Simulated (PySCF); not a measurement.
Vertical excitations of a molecule C₅H₁₀ from TDDFT-PBE/def2-SVPD (PySCF), as energy in eV (oscillator strength): 7.24 (0.000), 7.32 (0.059), 7.61 (0.007), 7.66 (0.034), 7.68 (0.000), 7.82 (0.008), 7.86 (0.001), 7.97 (0.000), 7.99 (0.044), 8.09 (0.009). Lowest triplet (TDA): 7.12 eV. Geometry optimised at B3LYP-D3(BJ)/def2-SVP. Other conformers were not sampled.

Question: Which molecule gave these data?
A. CCC1CC1
B. CC1CCC1
C. CC=C(C)C
D. C=CC(C)C

Answer: B, CC1CCC1
